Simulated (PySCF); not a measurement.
A calculated (PBEsol, PySCF 2.14, x2c-TZVPPall, scalar relativity by spin-free X2C-1e) atom or ion has these occupied shells.

```json
{"shell": "1s α", "electrons": "1", "orbital energy (eV)": "-43300.1", "rms radius, mean of both spins (bohr)": "0.0269"}
{"shell": "1s β", "electrons": "1", "orbital energy (eV)": "-43300.1", "rms radius, mean of both spins (bohr)": "0.0269"}
{"shell": "2s α", "electrons": "1", "orbital energy (eV)": "-7024.4", "rms radius, mean of both spins (bohr)": "0.109"}
{"shell": "2s β", "electrons": "1", "orbital energy (eV)": "-7024.4", "rms radius, mean of both spins (bohr)": "0.109"}
{"shell": "2p α", "electrons": "3", "orbital energy (eV)": "-6292.0", "rms radius, mean of both spins (bohr)": "0.0978"}
{"shell": "2p β", "electrons": "3", "orbital energy (eV)": "-6292.0", "rms radius, mean of both spins (bohr)": "0.0978"}
{"shell": "3s α", "electrons": "1", "orbital energy (eV)": "-1543.6", "rms radius, mean of both spins (bohr)": "0.285"}
{"shell": "3s β", "electrons": "1", "orbital energy (eV)": "-1542.7", "rms radius, mean of both spins (bohr)": "0.285"}
{"shell": "3p α", "electrons": "3", "orbital energy (eV)": "-1311.8", "rms radius, mean of both spins (bohr)": "0.284"}
{"shell": "3p β", "electrons": "3", "orbital energy (eV)": "-1310.9", "rms radius, mean of both spins (bohr)": "0.284"}
{"shell": "3d α", "electrons": "5", "orbital energy (eV)": "-985.33", "rms radius, mean of both spins (bohr)": "0.262"}
{"shell": "3d β", "electrons": "5", "orbital energy (eV)": "-984.62", "rms radius, mean of both spins (bohr)": "0.262"}
{"shell": "4s α", "electrons": "1", "orbital energy (eV)": "-326.56", "rms radius, mean of both spins (bohr)": "0.645"}
{"shell": "4s β", "electrons": "1", "orbital energy (eV)": "-324.20", "rms radius, mean of both spins (bohr)": "0.645"}
{"shell": "4p α", "electrons": "3", "orbital energy (eV)": "-250.25", "rms radius, mean of both spins (bohr)": "0.684"}
{"shell": "4p β", "electrons": "3", "orbital energy (eV)": "-247.88", "rms radius, mean of both spins (bohr)": "0.684"}
{"shell": "4d α", "electrons": "5", "orbital energy (eV)": "-140.68", "rms radius, mean of both spins (bohr)": "0.758"}
{"shell": "4d β", "electrons": "5", "orbital energy (eV)": "-138.31", "rms radius, mean of both spins (bohr)": "0.758"}
{"shell": "5s α", "electrons": "1", "orbital energy (eV)": "-60.942", "rms radius, mean of both spins (bohr)": "1.53"}
{"shell": "5s β", "electrons": "1", "orbital energy (eV)": "-59.529", "rms radius, mean of both spins (bohr)": "1.53"}
{"shell": "5p α", "electrons": "3", "orbital energy (eV)": "-41.587", "rms radius, mean of both spins (bohr)": "1.76"}
{"shell": "5p β", "electrons": "3", "orbital energy (eV)": "-40.479", "rms radius, mean of both spins (bohr)": "1.76"}
{"shell": "4f α", "electrons": "3", "orbital energy (eV)": "-25.025", "rms radius, mean of both spins (bohr)": "1.10"}
{"shell": "6p α", "electrons": "1", "orbital energy (eV)": "-12.422", "rms radius, mean of both spins (bohr)": "4.39"}
```

Problem. Name the element and its charge.

Solution. Nd²⁺ (neodymium, charge +2), in [Xe] 4f3 6p1, one real determinant (an excited configuration).
